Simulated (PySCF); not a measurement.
Orbital picture of AsH⁺

UHF at R = 1.540 Å; basis As aug-pcseg-1, H aug-pcseg-1; no relativity; PySCF 2.14. State: ²Π (doublet), unpaired electrons π ↑. Only the outer orbitals are listed, counted within each symmetry.

```json
{"spin": "α", "orbital": "7σ", "occ.": "1", "ε (eV)": "-29.95", "on As (%)": "95", "main shells (%)": "92 As s"}
{"spin": "α", "orbital": "8σ", "occ.": "1", "ε (eV)": "-20.24", "on As (%)": "79", "main shells (%)": "67 As p, 20 H s"}
{"spin": "α", "orbital": "4π", "occ.": "1", "ε (eV)": "-18.05", "on As (%)": "102", "main shells (%)": "102 As p"}
{"spin": "α", "orbital": "4π", "occ.": "0", "ε (eV)": "-8.68", "on As (%)": "101", "main shells (%)": "101 As p"}
{"spin": "β", "orbital": "7σ", "occ.": "1", "ε (eV)": "-27.80", "on As (%)": "89", "main shells (%)": "84 As s, 12 H s"}
{"spin": "β", "orbital": "8σ", "occ.": "1", "ε (eV)": "-19.75", "on As (%)": "77", "main shells (%)": "60 As p, 22 H s, 14 As s"}
{"spin": "β", "orbital": "4π", "occ.": "0", "ε (eV)": "-8.18", "on As (%)": "100", "main shells (%)": "100 As p"}
{"spin": "β", "orbital": "4π", "occ.": "0", "ε (eV)": "-6.78", "on As (%)": "97", "main shells (%)": "97 As p"}
```

Question: Which are the highest filled and the lowest empty level, where do they sit, and how wide is the gap?

Answer: Highest filled α 4π at -18.05 eV (in %: 102 As p); lowest empty α 4π at -8.68 eV (in %: 101 As p); the gap at UHF is 9.37 eV. Both belong to one degenerate shell, split only by its one-sided filling, so this is no excitation gap.

* bond order (Mayer): 0.78
* ⟨S²⟩: 0.760
* charge on As (Mulliken, basis-dependent): 0.58
* charge on As (Löwdin, basis-dependent): 1.17
* dipole moment (positive dipole points towards H; it is taken about the centre of mass and depends on that origin): 0.96 D
* polarisability along the bond: 23.9 bohr³
* polarisability across the bond: 18.6 bohr³

Shares are Mulliken populations and can fall outside 0 to 100 %.

Spin–orbit coupling is left out. The state is the lowest determinant that a PBE0 search found; another state may lie lower at other levels.
